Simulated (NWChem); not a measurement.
System: C2H7AlN2; SMILES [NH2][Al]([NH2])[CH]=C

The following NWChem deck was run.

```
start job
memory heap 200 mb stack 900 mb global 1100 mb
geometry units angstroms noautoz
  Al     0.030994     0.464890     0.000369
  C      0.739764    -1.352528     0.001383
  C     -0.023350    -2.456152    -0.001102
  H      1.826719    -1.526046     0.003782
  H      0.396534    -3.470839    -0.000743
  H     -1.120181    -2.410759    -0.003715
  N      1.147924     1.847606    -0.000766
  H      2.157594     1.761867    -0.000003
  H      0.892444     2.827973    -0.002812
  N     -1.724026     0.748075     0.000287
  H     -2.177523     1.654013    -0.000118
  H     -2.428041     0.019698     0.001446
end
basis spherical
  Al library def2-svp
  C library def2-svp
  H library def2-svp
  N library def2-svp
end
dft
  xc xpbe96 cpbe96
  iterations 150
  mulliken
end
task dft energy
```

All runs use the structure optimised with PBE0/def2-SVP. No frequency run checked for a minimum.

Q: Give the results of this calculation. (PBE/def2-SVP.) Quantities: energy (Ha); highest occupied level (eV); orbital gap (eV); dipole (D).

A: 
| Quantity | Value |
|---|---|
| energy (Ha) | -431.80 |
| highest occupied level (eV) | -5.03 |
| orbital gap (eV) | 3.92 |
| dipole (D) | 1.00 |
